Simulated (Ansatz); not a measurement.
`[CH3][AlH][SiH2]Cl` + `[NH2][AlH2]` → `[CH3][AlH][NH][AlH2]` + `[SiH3]Cl` at 700 K and 1 bar (cleavage of the Al–Si bond).

Calculated with Ansatz (gas phase, PBE0-D4/def2-TZVP geometries, no zero-point term in ΔE). CCSD(T)/CBS is the MP2 limit (def2-TZVPP, def2-QZVPP) plus CCSD(T) − MP2 in def2-TZVPP, frozen cores. This one scheme is used for every species. Each species was taken in one conformer, which may not be the lowest.

```csv
species,CCSD(T)/CBS energy (Eh),H − E (kJ/mol),S (J/(mol·K))
`[CH3][AlH][SiH2]Cl`,-1032.57399,241.3,507.1
`[NH2][AlH2]`,-299.14566,147.5,319.0
`[CH3][AlH][NH][AlH2]`,-581.06085,274.7,489.5
`[SiH3]Cl`,-750.69636,107.0,306.3
```

H − E and S are ideal-gas, rigid-rotor, harmonic terms from PBE0-D4/def2-TZVP, for one conformer and one mirror image of each species. 1 Eh = 2625.50 kJ/mol, R = 8.31446 J/(mol·K).

**Question.** By hand: ΔE, ΔH, ΔS and ΔG.

**Answer.** ΔE = (-581.06085) + (-750.69636) − (-1032.57399) − (-299.14566) = -0.03756 Eh = -98.6 kJ/mol. Δ(H − E) = 274.7 + 107.0 − 241.3 − 147.5 = -7.1, so ΔH = -105.7 kJ/mol. ΔS = 489.5 + 306.3 − 507.1 − 319.0 = -30.3 J/(mol·K). ΔG = -105.7 − 700 × (-30.3)/1000 = -84.5 kJ/mol.

**Question.** By hand: the equilibrium constant, and the temperature at which ΔG would vanish if ΔH and ΔS stayed fixed.

**Answer.** log₁₀ K = −ΔG/(RT ln 10) = 6.3. ΔG = 0 at ΔH/ΔS = 3488 K, far beyond where these terms or the molecules hold.

ΔH outweighs TΔS. A doubt of 5 kJ/mol in ΔE shifts log₁₀ K by 0.4 here. Other conformers and mirror images would add mixing entropy, several J/(mol·K) or more a flexible species. Modes under 60 cm⁻¹, often nearly free rotors, make the harmonic entropy too high. These are equilibria of isolated gas molecules and say nothing of rates. Largest T1 diagnostic: 0.011 (customary marks: 0.02 for closed shells, 0.045 for open ones).
